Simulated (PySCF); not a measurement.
Sn(F)2(Cl)(Me), CH₃ClF₂Sn, SMILES [CH3][Sn]([F])([F])[Cl], PBE0/def2-SVP optimised geometry.

```
8

C      1.24    -0.60     0.00
Sn    -0.88    -0.60     0.00
F     -1.60     1.18     0.00
F     -1.59    -1.37     1.62
Cl    -1.92    -1.71    -1.76
H      1.60    -1.06    -0.93
H      1.58    -1.18     0.87
H      1.58     0.44     0.07
```

Density from PySCF 2.14.0 with PBE0/def2-TZVP, def2 effective core potentials past Kr at that geometry. The core electrons that the potentials of Sn replace are not part of the density.

Minimum of the electron density along straight lines between bonded atoms, close to the bond critical point (lines longer than 1.1 times the sum of covalent radii, or with two minima, are not listed):

```csv
bond,length / Å,ρ at the minimum / e bohr⁻³,∇²ρ there / e bohr⁻⁵,position (fraction from the first atom)
C1–Sn2,2.119,…,0.09,0.48
Sn2–F3,1.925,0.122,0.59,0.52
Sn2–F4,1.925,0.122,0.59,0.52
Sn2–Cl5,2.324,0.091,…,0.47
C1–H6,1.097,0.272,-0.92,0.65
C1–H7,1.098,0.272,-0.91,0.65
C1–H8,1.098,0.272,-0.91,0.65
```

Problem. Fill in the missing entries.

Solution. 
- C1–Sn2, ρ at the minimum / e bohr⁻³: 0.111
- Sn2–Cl5, ∇²ρ there / e bohr⁻⁵: 0.18
